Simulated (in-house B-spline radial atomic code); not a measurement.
## Binding energies in Cu⁶⁺

NIST's tabulated ground configuration is [Ar] 3d5; each binding energy is the energy of the ion with one electron taken from that subshell, relaxed, less that of the parent. Level of theory: Dirac-Hartree-Fock, average of configuration, Fermi nucleus of rms radius 3.8823 fm; calculated with a radial B-spline atomic code at the basis-set limit. Energies include first-order Breit, QED and recoil terms.

```
subshell  X-ray name  binding energy (eV)  -ε (eV)  relaxation (eV)
      1s           K               9128.1   9183.2             38.8
      2s          L1                 1252   1268.4             15.1
   2p1/2          L2               1104.2   1122.4             17.0
   2p3/2          L3               1084.2   1101.7             16.7
      3s          M1                260.7    263.5              2.5
   3p1/2          M2                211.5    214.1              2.5
   3p3/2          M3                208.5    211.1              2.4
      3d        M4,5                134.3    136.7              2.4
```

Relaxation = -ε minus the binding energy without Breit, QED and recoil terms.

Emission lines follow as differences of binding energies, with λ = 12398.42 eV·Å / E:

```tsv
line	holes	energy (eV)	wavelength (Å)
K-L3	1s → 2p3/2	8043.9	1.5413
K-L2	1s → 2p1/2	8023.9	1.5452
K-M3	1s → 3p3/2	8919.6	1.39
L1-M3	2s → 3p3/2	1043.5	11.882
L3-M1	2p3/2 → 3s	823.5	15.056
```

Question: What screening constant σ does Moseley's law, E = (3/4)·13.6057 eV·(Z - σ)², need for K-L3?

Answer: σ = 0.92.

Question: What does it cost to remove both a 1s and a 3d electron?

Answer: 9297.4 eV, which is 35.01 eV more than the two single binding energies together.

Question: What does it cost to remove both a 1s and a 3p1/2 electron?

Answer: 9379.4 eV, which is 39.87 eV more than the two single binding energies together.

Question: What does it cost to remove both a 2p1/2 and a 3p3/2 electron?

Answer: 1349.2 eV, which is 36.43 eV more than the two single binding energies together.
